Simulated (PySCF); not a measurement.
SMILES C=CC[SiH2]C=O (C₄H₈OSi) (GFN2-xTB optimised geometry):

```
14

C      1.200    -0.576     0.000
C     -0.121    -0.576     0.000
C     -0.969     0.650     0.000
Si    -1.748     0.956     1.722
C     -0.287     1.252     2.932
O     -0.211     2.178     3.699
H      1.766     0.341    -0.017
H      1.772    -1.488     0.010
H     -0.663    -1.513     0.018
H     -0.372     1.513    -0.298
H     -1.772     0.537    -0.730
H     -2.625     2.124     1.710
H     -2.443    -0.249     2.187
H      0.539     0.505     2.907
```

Level of theory: PBE0/def2-TZVP (PySCF).

Question: What are the frontier orbital energies and the dipole moment?

Answer: HOMO-2 -9.81 eV, HOMO-1 -7.61 eV, HOMO -6.76 eV, LUMO -1.50 eV, LUMO+1 -0.03 eV; dipole moment 2.76 D.

Meta-Löwdin charges at PBE0/def2-TZVP: C1 -0.29, C2 -0.10, C3 -0.44, Si4 0.58, C5 0.07, O6 -0.36, H7 0.12, H8 0.13, H9 0.12, H10 0.13, H11 0.14, H12 -0.08, H13 -0.09, H14 0.08.
